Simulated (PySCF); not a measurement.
Here is a job for PySCF.
```python
from pyscf import gto, scf, dft, tdscf

mol = gto.M(
    atom='''
C    -0.00063425   -0.00460240    0.76069610
C     0.00063425    0.00460240   -0.76069610
H     0.00531742    1.01117798    1.14976058
H    -0.88580270   -0.51053241    1.13981086
H     0.87762477   -0.52140267    1.14121540
H    -0.00531742   -1.01117798   -1.14976058
H    -0.87762477    0.52140267   -1.14121540
H     0.88580270    0.51053241   -1.13981086
''',
    basis='cc-pvdz',
    verbose=4,
)

mf = dft.RKS(mol)
mf.xc = 'lc_wpbe'
mf.kernel()
td = mf.TDA()
td.nstates = 5
td.kernel()
td.analyze()
```

Question: What does this run give for the total energy, HOMO-LUMO gap, lowest excitation energy found?

Answer: 
| Quantity | Value |
|---|---|
| total energy | -79.7800 Eh |
| HOMO-LUMO gap | 16.89 eV |
| lowest excitation energy found | 10.89 eV |

Question: Roughly what does it cost on one core?

Answer: about 25 core-seconds (a rough figure).
